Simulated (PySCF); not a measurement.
**Ionisation energy of Pm⁵²⁺ by level of theory**

Pm⁵²⁺ [He] 2s2 2p5 [2p1/2^2 2p3/2^3, M_J = 3/2] → Pm⁵³⁺ [He] 2s2 2p4 [2p1/2^2 2p3/2^2, M_J = 2], as a difference of total energies. All numbers are calculated (PySCF 2.14, the two-component X2C-1e Hamiltonian, in an even-tempered Gaussian basis (17 s from 32 bohr⁻², ratio 2.4; 13 p from 42 bohr⁻², ratio 2.4; 5 d from 150 bohr⁻², ratio 2.6; 4 f from 220 bohr⁻², ratio 2.6)). Correlated levels: nothing frozen; the 32 highest virtual spinors dropped. "Screened" scales the spin-orbit matrix elements by Boettger's factors to mimic the two-electron term; Breit and QED terms are absent.

```json
{"method": "GHF (spin-free)", "ionisation energy (eV)": "10559.2"}
{"method": "GMP2 (spin-free)", "ionisation energy (eV)": "10560.9"}
{"method": "GHF (screened spin-orbit)", "ionisation energy (eV)": "10388.2"}
{"method": "GMP2 (screened spin-orbit)", "ionisation energy (eV)": "10389.8"}
```

For this ion Breit and QED terms and the two-electron picture change, all absent here, outweigh the correlation shift from GHF to GMP2.

The spin-free rows relax to the high-spin LS determinant and lack the spin-orbit shift.

The labels give the starting determinants; with spin-orbit coupling the two ends relaxed to ⟨J²⟩ = 3.75, ⟨L²⟩ = 2.01, ⟨S²⟩ = 0.76 and ⟨J²⟩ = 6.00, ⟨L²⟩ = 3.24, ⟨S²⟩ = 1.39.

For comparison: 10378 ± 4 eV (theoretical estimate listed by NIST; NIST Atomic Spectra Database, ionization energies).
